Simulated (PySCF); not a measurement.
**Static response to an electric field**

Species: C3H5NOSeSi.
Cartesian coordinates in Å at the GFN2-xTB level; atoms count from 1:
```xyz
12
C3H5NOSeSi angstrom
Si    -2.1076   -0.5210   -0.0342
O     -0.7616    0.1714   -0.6428
C      0.4962    0.2379   -0.1960
C      1.5124    0.9163   -0.9268
N      2.7131    0.9407   -0.4327
Se     2.7796    0.0711    1.1160
C      0.9841   -0.3020    0.9649
H     -3.0330   -0.1535   -1.0903
H     -2.4256    0.0563    1.2731
H     -1.9104   -1.9639    0.1172
H      1.3249    1.4069   -1.8683
H      0.4290   -0.8609    1.6939
```

Level: PBE0/def2-SVPD (PySCF), static field, nuclei fixed, core orbitals frozen in the response. The polarisability tensor in these axes (au):

```
x   116.50   5.14  13.46
y     5.14  73.55 -10.33
z    13.46 -10.33  90.38
```

Problem. Give the principal values, the mean and the anisotropy Δα = √{½[(α1 − α2)² + (α2 − α3)² + (α1 − α3)²]}.

Solution. Principal values 66.31, 91.91 and 122.20 au; mean 93.48 au = 13.85 Å³ = 15.41 × 10⁻⁴⁰ C²·m²/J; Δα = 48.46 au (52 % of the mean).

Problem. What is the dipole moment, and where does it point?

Solution. (-2.28, -1.25, 1.17) D, 2.86 D in size, pointing from the negative to the positive side. Measured along this direction, the outermost atoms are N5 at the negative end and H10 and H9 at the positive end.

Problem. Give the principal axes and the span of the nuclei along them.

Solution. Largest value along (0.92, 0.02, 0.39), where the nuclei span 6.22 Å; middle along (-0.32, -0.53, 0.79), 4.38 Å; least along (-0.22, 0.85, 0.49), 2.38 Å. The response follows the extents in order.

Problem. Estimate the molar refractivity from the static electronic polarisability.

Solution. Lorentz–Lorenz: R = (4π/3)N_A α = 2.5225 cm³/(mol·Å³) × 13.85 Å³ = 34.9 cm³/mol, in the limit of long wavelengths.

Problem. Refractivity n − 1 of an ideal gas of it at 400 K and 1 atm, from the electronic α?

Solution. N = p/kT = 1.8347 × 10¹⁹ cm⁻³, so n − 1 = 2π × N × 13.85 × 10⁻²⁴ cm³ = 1597 × 10⁻⁶ at long wavelengths.

Problem. Orientational against electronic polarisability at 298 K (dilute gas, rigid molecules)?

Solution. In Gaussian units μ²/3kT = 66.07 Å³ against 13.85 Å³, a ratio of 4.77; the Debye molar polarisation (4π/3)N_A(α + μ²/3kT) is 201.6 cm³/mol, leaving out the vibrational part.

Geometry: GFN2-xTB, one conformer, isolated molecule. The calculation is non-relativistic, for selenium too.
